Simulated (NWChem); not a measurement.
System: CH6OSi2; SMILES C1O[SiH2][SiH2]1

NWChem input:

```
start job
memory heap 200 mb stack 900 mb global 1100 mb
geometry units angstroms
  C     -0.859866     1.060245    -0.320828
  O      0.557324     1.199115    -0.125030
  Si     1.184014    -0.285604     0.234504
  Si    -1.059897    -0.837702    -0.016912
  H     -1.367023     1.717022     0.389331
  H     -1.100382     1.414285    -1.325688
  H      2.170737    -0.657812    -0.781075
  H      1.806944    -0.244771     1.558824
  H     -1.964311    -1.094196     1.107880
  H     -1.604807    -1.502368    -1.204436
end
basis spherical
  * library 6-31g*
end
dft
  xc b3lyp
  iterations 150
end
driver
  maxiter 120
end
task dft optimize
task dft freq
```

The level has its own optimisation; frequencies are unscaled.

### Question
What results follow from this input? (B3LYP/6-31G* (spherical d).) Quantities: r C–O (Å); r C–Si (Å); r C–H (Å); r O–Si (Å); highest harmonic frequency (cm⁻¹); lowest (cm⁻¹); zero-point energy (kcal/mol); dipole (D).

### Answer
The r C–O (Å) comes out as 1.458. The r C–Si (Å) is 1.947, the r C–H (Å) comes out as 1.096 and the r O–Si (Å) is 1.692. The highest harmonic frequency (cm⁻¹) is 3096. The lowest (cm⁻¹) is 98, the zero-point energy (kcal/mol) comes out as 41.4 and the dipole (D) comes out as 1.48.
